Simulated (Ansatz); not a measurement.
AsH2Me (CH5As), relaxed as a singlet with RKS PBE0-D4/def2-TZVP in Ansatz, starting from the GFN2-xTB geometry. Force threshold 0.02 eV/Å.

Start:

```xyz
7

As    0.7315    0.7254   -0.7770
H    -0.3425    0.4858   -1.7992
H    -0.0679    1.8797   -0.2428
C     0.0116   -0.5802    0.5169
H     0.2419   -1.5903    0.1788
H    -1.0655   -0.4870    0.6384
H     0.4909   -0.4334    1.4849
```

```json
{"step": "1", "energy (eV)": "-61951.3188", "largest force component (eV/Å)": "0.442", "SCF passes": "23"}
{"step": "2", "energy (eV)": "-61951.3329", "largest force component (eV/Å)": "0.181", "SCF passes": "28"}
{"step": "3", "energy (eV)": "-61951.3367", "largest force component (eV/Å)": "0.022", "SCF passes": "28"}
{"step": "4", "energy (eV)": "-61951.3368", "largest force component (eV/Å)": "0.010", "SCF passes": "29"}
```

Force components are those of the run's own axes.

End:

Cartesian coordinates in Å:
```
As 0.717 0.720 -0.770
H -0.340 0.468 -1.839
H -0.052 1.915 -0.221
C 0.004 -0.587 0.524
H 0.249 -1.590 0.174
H -1.074 -0.499 0.649
H 0.496 -0.427 1.483
```

By distances, no bond broke or formed. The bond that changes most is As1–H2, from 1.50 to 1.52 Å (atoms count from 1).

No frequencies were taken in this run, so the end may be a saddle point.

It took 4 s on 4 threads of Arm Neoverse V1 on a shared host.
